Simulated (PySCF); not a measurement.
SMILES C(/C#C)=C/B (B3LYP/def2-SVP optimised geometry):

```
10

B      1.248    -2.138     1.346
C      1.727    -0.891     0.574
C      0.908     0.036     0.000
C     -0.514     0.036     0.000
C     -1.727     0.105    -0.043
H      0.070    -2.357     1.481
H      2.049    -2.905     1.821
H      2.800    -0.697     0.453
H      1.354     0.891    -0.529
H     -2.800     0.146    -0.069
```

Computed with PySCF 2.14.0 with B3LYP/def2-TZVP.

Q: What are the frontier orbital energies and the dipole moment?

A: HOMO-2 -8.96 eV, HOMO-1 -8.01 eV, HOMO -7.36 eV, LUMO -2.79 eV, LUMO+1 0.05 eV; dipole moment 1.38 D.

Meta-Löwdin charges at B3LYP/def2-TZVP: B1 -0.02, C2 -0.19, C3 -0.04, C4 -0.02, C5 -0.18, H6 0.01, H7 0.00, H8 0.12, H9 0.14, H10 0.18.
